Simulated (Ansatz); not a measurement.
Ansatz (an electronic-structure program) input (wB97X-V/def2-TZVPD):

Ansatz 0.2 input:
```yaml
crystal:
  periodic: [false, false, false]
  atoms:
    - {symbol: C, position_ang: [-2.12477353, 0.72416843, 0.34069924]}
    - {symbol: C, position_ang: [-0.87312851, -0.05030134, -0.02551556]}
    - {symbol: C, position_ang: [0.27149085, 0.08131416, 0.97883508]}
    - {symbol: C, position_ang: [1.63644587, -0.20901108, 0.39466978]}
    - {symbol: Cl, position_ang: [2.04733866, 1.42714919, -0.62413567]}
    - {symbol: Cl, position_ang: [-1.35772038, -1.82082242, -0.25003808]}
    - {symbol: H, position_ang: [-1.88027002, 1.78909478, 0.37696025]}
    - {symbol: H, position_ang: [-2.92118613, 0.56984701, -0.38934388]}
    - {symbol: H, position_ang: [-2.49334869, 0.42485607, 1.32479228]}
    - {symbol: H, position_ang: [-0.50849688, 0.23583798, -1.00884687]}
    - {symbol: H, position_ang: [0.10304407, -0.63264981, 1.79619893]}
    - {symbol: H, position_ang: [0.15459147, 1.09331469, 1.42055666]}
    - {symbol: H, position_ang: [2.36194704, -0.06487666, 1.20850526]}
basis:
  gaussian:
    orbitals: def2-TZVPD
hamiltonian:
  xc: {name: wB97X-V}
total_charge: -1
output: {forces: true}
```

End of the output:

```
Total energy: -29304.61235956 eV, -1076.9246408341 hartree
Atom 0 at    -2.124774     0.724168     0.340699 Å, force     0.032004    -0.028797     0.009384 eV/Å
Atom 1 at    -0.873129    -0.050301    -0.025516 Å, force    -0.089789    -0.433722    -0.035120 eV/Å
Atom 2 at     0.271491     0.081314     0.978835 Å, force    -0.159927     0.090043     0.014814 eV/Å
Atom 3 at     1.636446    -0.209011     0.394670 Å, force     0.126402     0.256451    -0.248901 eV/Å
Atom 4 at     2.047339     1.427149    -0.624136 Å, force    -0.091755    -0.293551     0.200544 eV/Å
Atom 5 at    -1.357720    -1.820822    -0.250038 Å, force     0.106408     0.400856     0.080224 eV/Å
Atom 6 at    -1.880270     1.789095     0.376960 Å, force     0.029363     0.074842    -0.006638 eV/Å
Atom 7 at    -2.921186     0.569847    -0.389344 Å, force    -0.050541    -0.015824    -0.055291 eV/Å
Atom 8 at    -2.493349     0.424856     1.324792 Å, force    -0.022496    -0.038335     0.082413 eV/Å
Atom 9 at    -0.508497     0.235838    -1.008847 Å, force     0.038939     0.035831    -0.110396 eV/Å
Atom 10 at     0.103044    -0.632650     1.796199 Å, force    -0.005862    -0.063900     0.048341 eV/Å
Atom 11 at     0.154591     1.093315     1.420557 Å, force     0.048044     0.005637    -0.007485 eV/Å
Atom 12 at     2.361947    -0.064877     1.208505 Å, force     0.039209     0.010469     0.028112 eV/Å
Dipole moment:    -1.255477     0.158638     0.333639 e Å
```

It need not be the lowest isomer of its formula. Whether it binds its extra electron was not tested at this geometry.
